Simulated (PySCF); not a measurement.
Bicyclo[2.2.2]octa-2,5,7-triene, C8H8.
SMILES with atom numbers: `[CH:1]1=[CH:2][C@H:3]2[CH:4]=[CH:5][C@@H:6]1[CH:7]=[CH:8]2` (hydrogens: H9 on C1; H10 on C2; H11 on C3; H12 on C4; H13 on C5; H14 on C6; H15 on C7; H16 on C8)

Computed with PySCF at PBE0/pcSseg-1 and CAM-B3LYP/def2-SVPD, non-relativistic, on one gas-phase PBE0-D3(BJ)/def2-SVP geometry that isn't relaxed in the solvent. The solvent is an IEF-PCM continuum (van der Waals radii × 1.2). The model holds no explicit solvent molecules, cavitation or dispersion.

Gas phase at PBE0/pcSseg-1: HOMO -6.06 eV, LUMO -0.06 eV, dipole 0.00 D.

Problem. What does the continuum do to the energy, the frontier levels and the dipole at PBE0/pcSseg-1 in water?

Solution. 
| solvent | ε | E(solvent) − E(gas) (kJ/mol) | polarisation term (kJ/mol) | distortion of the solute (kJ/mol) | HOMO (eV) | LUMO (eV) | dipole (D) |
| --- | --- | --- | --- | --- | --- | --- | --- |
| water | 78.36 | -15.46 | -17.04 | 1.58 | -6.17 | -0.14 | 0.00 |

The polarisation term is half the interaction of the solute with the surface charges that it induces; the rest is the cost of distorting the solute's density. The sum is the electrostatic part of solvation alone. Charge and dipole vanish, so a point-dipole model would give no lowering at all.

Problem. Which Hirshfeld charges (PBE0/pcSseg-1) respond most in water (means over atoms taken as equivalent)?

Solution. 
```tsv
atoms	environment	gas (e)	solvent (e)	change
H11/H14	methine hydrogen	+0.046	+0.053	+0.007
C1 (×6)	alkene CH carbon	-0.056	-0.063	-0.007
H9 (×6)	vinylic hydrogen	+0.049	+0.054	+0.005
C3/C6	sp3 carbon at a ring junction	-0.025	-0.026	-0.001
```

Problem. Which Mayer bond orders change most in water?

Solution. 
```json
{"bond": "C1–C2", "length (Å)": "1.331", "gas": "1.881", "solvent": "1.871", "change": "-0.010"}
{"bond": "C4–C5", "length (Å)": "1.331", "gas": "1.881", "solvent": "1.871", "change": "-0.010"}
{"bond": "C7–C8", "length (Å)": "1.331", "gas": "1.881", "solvent": "1.871", "change": "-0.010"}
{"bond": "C3–H11", "length (Å)": "1.096", "gas": "0.975", "solvent": "0.970", "change": "-0.005"}
{"bond": "C6–H14", "length (Å)": "1.096", "gas": "0.975", "solvent": "0.970", "change": "-0.005"}
{"bond": "C2–C3", "length (Å)": "1.532", "gas": "0.972", "solvent": "0.972", "change": "0.000"}
{"bond": "C3–C4", "length (Å)": "1.532", "gas": "0.972", "solvent": "0.972", "change": "0.000"}
{"bond": "C5–C6", "length (Å)": "1.532", "gas": "0.972", "solvent": "0.972", "change": "0.000"}
```

Gas phase at CAM-B3LYP/def2-SVPD: HOMO -7.40 eV, LUMO 0.91 eV, dipole 0.00 D.

Problem. What does the continuum do to the energy, the frontier levels and the dipole at CAM-B3LYP/def2-SVPD in water?

Solution. 
| solvent | ε | E(solvent) − E(gas) (kJ/mol) | polarisation term (kJ/mol) | distortion of the solute (kJ/mol) | HOMO (eV) | LUMO (eV) | dipole (D) |
| --- | --- | --- | --- | --- | --- | --- | --- |
| water | 78.36 | -13.84 | -15.58 | 1.74 | -7.46 | 0.89 | 0.00 |

Problem. How does the static polarisability (CAM-B3LYP/def2-SVPD, frozen core, with the continuum's full static response) change?

Solution. 
| medium | isotropic (au) | principal values (au) | ⟨r²⟩ of the electrons (bohr²) |
| --- | --- | --- | --- |
| gas | 79.8 | 74.1, 74.1, 91.2 | 674.5 |
| water | 113.0 | 102.3, 102.3, 134.4 | 673.5 |

The isotropic value in water is 1.42 times the gas-phase one; no cavity-field correction is applied. ⟨r²⟩ is taken about the centre of nuclear charge.

Rough CPU time on one thread of a shared machine: about 60 s. This is the whole shielding run at PBE0/pcSseg-1 in water, SCF included.
